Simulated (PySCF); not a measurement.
Calculation: TPSSh-D3(BJ)/def2-TZVP // B3LYP-D3(BJ)/def2-SVP run with PySCF 2.14.0. All species are isolated molecules in the gas phase. One relaxed conformer stands for a flexible species; it need not be the lowest. Delta-SCF ions had no search for a lower state. Excitations are Tamm–Dancoff values on a coarser integration grid. The basis has no diffuse functions, so Rydberg states are missing or too high.

Reference species (SMILES): `c12cc(B)cc-1c(cccc2)F` (neutral, multiplicity 1).

```json
{
 "vertical ionisation energy (Delta-SCF)": "7.54 eV",
 "LUMO": "-3.19 eV",
 "HOMO": "-5.57 eV",
 "T1 excitation (TDA)": "1.67 eV"
}
```

After one change: the vertical ionisation energy (Delta-SCF) increases by 0.13 eV; the LUMO increases by 0.28 eV; the HOMO falls by 0.16 eV; the T1 excitation (TDA) rises by 0.30 eV.

Question: Which change was made? The new species is one of these.
A. `Bc1cc(F)ccc2cccc1-2`
B. `Bc1c(F)cc2cccccc1-2`
C. `Bc1cc2cccc-2ccc1F`
D. `Bc1cc2cccc(F)cc-2c1`

Answer: C, `Bc1cc2cccc-2ccc1F`
